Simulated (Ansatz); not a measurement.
Reactions of CCl2InN (`N#[C][In]([Cl])[Cl]`).

Isolated molecules relaxed with PBE0-D4/def2-TZVP in Ansatz; ΔE leaves out vibrations. CCSD(T)/CBS adds triple-zeta CCSD(T) − MP2 to the extrapolated MP2 energy (def2 sets, frozen cores). This one scheme is used for every species, atoms too. Functionals use def2-TZVPP. Open shells (•) are unrestricted, without spin–orbit coupling. Spin–orbit coupling would lower the free atoms: a little for C, Cl; strongly for In. def2 core potentials past Kr. For Ge, In, Se outer-core shells are correlated without core-valence functions, so the limit isn't a true one: a few kJ/mol of doubt a bond, and 10 to 20 or more in all where bonds break to atoms. Scalar relativity is left out up to krypton. Each species was taken in one conformer, which may not be the lowest.

| reaction | MP2/CBS(def2) (eV) | PBE-D4 (eV) | ωB97X-V (eV) |
| --- | --- | --- | --- |
| `N#[C][In]([Cl])[Cl]` + HCl → `[Cl][In]([Cl])[Cl]` + `C#N` | -0.87 | -0.86 | -0.84 |
| `N#[C][In]([Cl])[Cl]` + CH₄ → `[CH3][In]([Cl])[C]#N` + HCl | 1.14 | 1.12 | 1.18 |
| `N#[C][In]([Cl])[Cl]` + `C[SiH](O)[GeH2][OH]` → `[CH3][In]([Cl])[C]#N` + `[OH][GeH2][SiH](O)Cl` | -0.14 | -0.10 | -0.06 |
| `N#[C][In]([Cl])[Cl]` + H₂Se → `[Cl][In]([Cl])[SeH]` + `C#N` | -1.01 | -0.97 | -0.87 |
| `N#[C][In]([Cl])[Cl]` → C• + 2 Cl• + In• + N• | 19.39 | 19.08 | 18.52 |

Task: Give the CCSD(T)/CBS values in the same order. (Best estimate.)

Result: The calculation gave: -0.84, 1.14, -0.08, -0.95, 18.41 eV.

Largest T1 diagnostic: 0.015, for In•.
